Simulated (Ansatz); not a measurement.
Calculated with Ansatz (gas phase, PBE0-D4/def2-TZVP geometries, no zero-point term in ΔE). CCSD(T)/CBS adds triple-zeta CCSD(T) − MP2 to the extrapolated MP2 energy (def2 sets, frozen cores). Functionals use def2-TZVPP. B3LYP here is the variant with VWN-RPA as its local correlation; programs differ in this. For Br outer-core shells are correlated without core-valence functions, which leaves a few kJ/mol of doubt a bond. Scalar relativity is left out up to krypton. One conformer a species, not always the lowest.

`[CH3][Al]([SiH3])[Br]` + `NCSCO` → `OCSC[SiH3]` + `[CH3][Al]([NH2])[Br]`  (formal exchange of groups at the Si–Al bond)

CCSD(T)/CBS gives -37.7 kcal/mol.

(1) Another level gave -35.1 kcal/mol. Which?
A. CCSD(T)/def2-TZVPP
B. B3LYP/def2-TZVPP
C. PBE0-D4/def2-TZVPP
D. MP2/def2-TZVPP

Largest T1 diagnostic among the species: 0.011.

## Answers

(1) B. B3LYP -35.1, PBE0-D4 -33.3, CCSD(T)/def2-TZVPP -37.1, MP2/def2-TZVPP -40.4 kcal/mol.

The D4 term adds −1.3 kcal/mol with B3LYP and −0.7 kcal/mol with PBE0; it sums over pairs of atoms, weighted by their polarisabilities, and B3LYP, whose exchange is more repulsive, gets the larger term. From PBE to PBE0 (25 % exact exchange), in def2-TZVPP and without D4, ΔE moves by −1.6 kcal/mol.
